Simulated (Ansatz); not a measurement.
C2H3BClF, SMILES `B/C=C(\F)Cl`. Charge 0, multiplicity 1. The structure was optimised at the PBE0-D4/def2-TZVP level.

```xyz
8

B    -1.002   -0.930    0.139
C     0.252   -0.118    0.443
C     0.695    0.847   -0.371
F     0.104    1.186   -1.492
Cl    2.086    1.796   -0.103
H    -1.637   -0.724   -0.850
H    -1.351   -1.780    0.903
H     0.853   -0.277    1.331
```

**Question.** What is the dipole moment at PBE/def2-TZVPP? (Best estimate.)

**Answer.** Computed: 1.33 D, with components (1.11, 0.57, 0.47) D in this frame, pointing from negative to positive charge.

**Question.** And with r2SCAN, B3LYP, ωB97M-V? (Estimate.)

**Answer.** Ansatz gave: r2SCAN 1.21 D, B3LYP 1.19 D, ωB97M-V 1.11 D.

**Question.** Give the Mulliken charges with PBE, B3LYP, r2SCAN in def2-TZVPP. (An estimate is asked.)

**Answer.** The calculation gave: 
```json
{"atom": "B1", "PBE": "-0.08", "B3LYP": "-0.08", "r2SCAN": "-0.01"}
{"atom": "C2", "PBE": "-0.23", "B3LYP": "-0.25", "r2SCAN": "-0.27"}
{"atom": "C3", "PBE": "0.27", "B3LYP": "0.31", "r2SCAN": "0.34"}
{"atom": "F4", "PBE": "-0.09", "B3LYP": "-0.14", "r2SCAN": "-0.13"}
{"atom": "Cl5", "PBE": "-0.02", "B3LYP": "-0.03", "r2SCAN": "-0.03"}
{"atom": "H6", "PBE": "0.02", "B3LYP": "0.04", "r2SCAN": "0.01"}
{"atom": "H7", "PBE": "0.01", "B3LYP": "0.03", "r2SCAN": "0.00"}
{"atom": "H8", "PBE": "0.10", "B3LYP": "0.11", "r2SCAN": "0.09"}
```

B3LYP here is the variant with VWN-RPA as its local correlation; programs differ in this.
